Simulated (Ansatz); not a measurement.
`B[NH][GaH2]` + `C=N` → `BN=C` + `[NH2][GaH2]`  (ligand exchange at a B–N bond)

Computed with Ansatz on PBE0-D4/def2-TZVP structures; ΔE is electronic, products minus reactants. CCSD(T)/CBS is the MP2 limit (def2-TZVPP, def2-QZVPP) plus CCSD(T) − MP2 in def2-TZVPP, frozen cores. This one scheme is used for every species. For Ga outer-core shells are correlated without core-valence functions, which leaves a few kJ/mol of doubt a bond. Scalar relativity is left out up to krypton.

`B[NH][GaH2]`:

Cartesian coordinates in Å:
```
B -0.525 0.355 1.267
N 0.160 -0.464 0.362
Ga 0.421 -0.086 -1.434
H -0.645 0.026 2.416
H -0.989 1.391 0.875
H 0.539 -1.328 0.722
H -0.178 1.255 -1.950
H 1.217 -1.149 -2.258
```

`C=N`:

Cartesian coordinates in Å:
```
C -0.200 -0.226 -0.248
N -0.065 0.801 0.472
H 0.549 -1.020 -0.355
H -1.124 -0.353 -0.815
H 0.839 0.798 0.946
```

`BN=C`:

Cartesian coordinates in Å:
```
B -0.389 -1.085 -0.606
N 0.014 0.040 0.022
C 0.385 1.074 0.600
H -0.208 -2.139 -0.069
H -0.914 -0.988 -1.677
H -0.278 1.618 1.278
H 1.390 1.480 0.452
```

`[NH2][GaH2]`:

```xyz
6

N    -0.259   -0.529    0.749
Ga    0.234    0.477   -0.676
H    -0.005   -1.494    0.873
H    -0.820   -0.188    1.512
H     1.107   -0.226   -1.764
H    -0.256    1.959   -0.694
```

```csv
species,CCSD(T)/CBS(def2) energy (Eh)
`B[NH][GaH2]`,-2006.47671
`C=N`,-94.52360
`BN=C`,-119.93970
`[NH2][GaH2]`,-1981.05479
```

(1) Work out ΔE.

Largest T1 diagnostic among the species: 0.016.

## Answers

(1) ΔE = (-119.93970) + (-1981.05479) − (-2006.47671) − (-94.52360) = 0.00582 Eh = +0.16 eV.

From BLYP to BHLYP (50 % exact exchange), in def2-TZVPP and without D4, ΔE moves by +0.19 eV. In def2-TZVPP, CCSD(T) changes the Hartree–Fock value by −0.10 eV (the triples alone add −0.02 eV) and MP2 by −0.11 eV. Leaving LDA and LC-ωPBE aside and taking each functional with its dispersion term where it has one, the values, not all of them listed here, spread over 0.22 eV, from PBE-D4 to BHLYP-D4. LDA lies −0.14 eV from PBE without D4.
